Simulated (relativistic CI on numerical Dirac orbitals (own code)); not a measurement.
**Cu4+ in a cubic cluster: 3s photoemission with charge transfer**

Computed with a charge-transfer multiplet model of a cubic metal-ligand cluster with up to 3 ligand holes, Slater and spin-orbit integrals from Dirac-Coulomb-Breit ions, Slater integrals scaled by 0.7. The parameters are those of a tetrahedral site (10Dq negative, t2 hopping the larger). The ground state mixes d7 with configurations of k ligand holes L, whose averages lie at kΔ + k(k − 1)U_dd/2; a core hole lowers each added d electron by U_cd. 300 K, Lorentzian 1.4 eV and Gaussian 0.8 eV FWHM.

Atomic integrals in eV (Slater integrals scaled, ζ unscaled), ground: F2dd 10.358, F4dd 6.495, zeta_d 0.120; with the core hole: F2dd 10.999, F4dd 6.926, zeta_d 0.133, G2cd 10.586.

Cluster parameters (eV): Δ = 0.3, U_dd = 7.3, U_cd = 8.7, 10Dq = -0.4, 10Dq(ligand) = 0, final-state hopping factor = 0.8.

Weights, n_d and S are thermal averages at 300 K. Binding energies count from the first peak over 30 % of the highest in each spectrum, which can be another peak from case to case. The parameters are a model scan and need not match a compound or its usual spin state. Peaks in eV (height, largest 100): 0.0 (100), 5.1 (50), 8.8 (73), 16.8 (42).

Question: Which parameters give this spectrum?
A. V(eg) = 1.48 eV, V(t2g) = -2.51 eV
B. V(eg) = 1.18 eV, V(t2g) = -2 eV
C. V(eg) = 1.78 eV, V(t2g) = -3.01 eV
D. V(eg) = 0.88 eV, V(t2g) = -1.49 eV

Answer: D. V(eg) = 0.88 eV, V(t2g) = -1.49 eV; the ground state then has 7.41 d electrons and S = 1.50. The choice follows from running the model for each set and comparing peak positions and heights. Without intra-shell correlation the exchange splitting of the 3s hole comes out too large.
